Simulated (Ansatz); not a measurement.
`O[SiH](F)CF` → fluoromethane + `O[Si]F` at 700 K and 1 bar (silylene formation by 1,1-elimination).

Gas-phase electronic energies from Ansatz, PBE0-D4/def2-TZVP geometries. CBS: MP2 limit from def2 TZ/QZ plus the TZ coupled-cluster correction, frozen cores. This one scheme is used for every species. One conformer a species, not always the lowest.

```
      species  CCSD(T)/CBS energy (Eh)  H − E (kJ/mol)  S (J/(mol·K))
`O[SiH](F)CF`               -604.40864           218.9          443.3
         `CF`               -139.63461           133.6          263.9
     `O[Si]F`               -464.72778            80.2          319.6
```

H − E and S are ideal-gas, rigid-rotor, harmonic terms from PBE0-D4/def2-TZVP, for one conformer and one mirror image of each species. 1 Eh = 2625.50 kJ/mol, R = 8.31446 J/(mol·K).

Task: By hand: ΔE, ΔH, ΔS and ΔG.

Result: ΔE = (-139.63461) + (-464.72778) − (-604.40864) = 0.04625 Eh = 121.4 kJ/mol. Δ(H − E) = 133.6 + 80.2 − 218.9 = -5.1, so ΔH = 116.3 kJ/mol. ΔS = 263.9 + 319.6 − 443.3 = 140.2 J/(mol·K). ΔG = 116.3 − 700 × (140.2)/1000 = 18.2 kJ/mol.

Task: By hand: the equilibrium constant, and the temperature at which ΔG would vanish if ΔH and ΔS stayed fixed.

Result: log₁₀ K = −ΔG/(RT ln 10) = -1.4. ΔG = 0 at ΔH/ΔS = 830 K.

The number of gas molecules changes by +1, which sets the sign of ΔS. A doubt of 5 kJ/mol in ΔE shifts log₁₀ K by 0.4 here. Other conformers and mirror images would add mixing entropy, several J/(mol·K) or more a flexible species. Modes under 60 cm⁻¹, often nearly free rotors, make the harmonic entropy too high. These are equilibria of isolated gas molecules and say nothing of rates. Largest T1 diagnostic: 0.015 (customary marks: 0.02 for closed shells, 0.045 for open ones).
